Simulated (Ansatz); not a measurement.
Ge(H)(Br)(NH2)2 (BrGeH₅N₂), SMILES [NH2][GeH]([NH2])[Br].

Coordinates come from a TPSSh-D3(BJ)/def2-SVP optimisation. This is a generated structure with no PubChem entry under its InChIKey; it may be hypothetical. Other conformers were not sampled.

Two levels are set side by side: PBE/def2-SVPD (Ansatz, a program for electronic structure) and CAM-B3LYP/def2-SVPD (Ansatz). Energy differences of separate SCF runs at the same geometry; the states with an electron removed or added have multiplicity 2 and 2. Differences are taken from unrounded values.

```
quantity                           CAM-B3LYP   PBE  PBE minus CAM-B3LYP
---------------------------------  ---------  ----  -------------------
vertical ionisation energy (eV)        10.04  9.24                -0.81
vertical singlet–triplet gap (eV)       6.12  5.36                -0.76
```
